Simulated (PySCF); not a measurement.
From one molecule to another.

First species: C5H12OS.
Cartesian coordinates in Å at the GFN2-xTB level; atoms count from 1:
```xyz
19
C5H12OS angstrom
C     -2.2526    0.0425   -0.9052
C     -1.5547   -0.0655    0.4448
C     -0.0856    0.3353    0.3665
C      0.5818    0.3564    1.7258
S      0.7467   -0.9618   -0.7088
C      2.3243   -0.0363   -0.9763
O      1.0737   -2.0671    0.1938
H     -2.1921    1.0605   -1.2853
H     -1.7935   -0.6255   -1.6297
H     -3.3020   -0.2242   -0.8097
H     -1.6152   -1.0927    0.8117
H     -2.0651    0.5767    1.1677
H      0.0191    1.2828   -0.1644
H      0.7969   -0.6701    2.0246
H     -0.0714    0.8011    2.4734
H      1.5120    0.9195    1.7102
H      2.0962    0.8865   -1.4962
H      2.8112    0.1539   -0.0279
H      2.9605   -0.6627   -1.5929
```

Second species: C6H5FOS2.
InChI=1S/C6H5FOS2/c1-9-5-3-2-4(10-5)6(7)8/h2-3H,1H3

Levels: PBE0/pcSseg-1 for dipole moment, HOMO energy, LUMO energy and HOMO–LUMO gap; GFN2-xTB for rotational constant A and rotational constant C. Geometries: GFN2-xTB. Each structure is a single optimised conformer of the isolated species, non-relativistic unless stated; the electronic structure was computed with PySCF and density fitting.

Dipoles, sizes and rotational constants follow the conformer. The torsions of the flexible species, by atom-mapped SMILES:
- `[CH3:1][CH2:2][C@@H:3]([CH3:4])[S@@:5]([CH3:6])=[O:7]`: C1–C2–C3–C4 175°, C2–C3–S5–C6 167°
- `[CH3:1][S:2][c:3]1[cH:4][cH:5][c:6]([C:7](=[O:8])[F:9])[s:10]1`: C1–S2–C3–C4 180°, C5–C6–C7–O8 180°

(1) Which of the two has the higher HOMO–LUMO gap, and by how much?

(2) Which has the higher HOMO energy?

(3) Which of the two has the higher LUMO energy, and by how much?

(4) Which of the two has the higher dipole moment, and by how much?

(5) Which of the two has the higher rotational constant C, and by how much?

(6) Which has the higher rotational constant A?

Answers

(1) The first: 7.42 eV against 4.59 eV, a difference of 2.83 eV.

(2) The first: -6.52 eV against -6.67 eV, a difference of 0.15 eV.

(3) The first: 0.90 eV against -2.08 eV, a difference of 2.98 eV.

(4) The second: 4.76 D against 3.56 D, a difference of 1.20 D.

(5) The first: 1.403 GHz against 0.455 GHz, a difference of 0.948 GHz.

(6) The first: 2.907 GHz against 2.690 GHz, a difference of 0.217 GHz.

On the first: The dipole equals about 11.9 × 10⁻³⁰ C·m (1 D = 3.33564 × 10⁻³⁰ C·m). A dipole of 3.56 D is allowed in C1, and pure rotational transitions are dipole-allowed.

On the second: The dipole equals about 15.9 × 10⁻³⁰ C·m (1 D = 3.33564 × 10⁻³⁰ C·m).
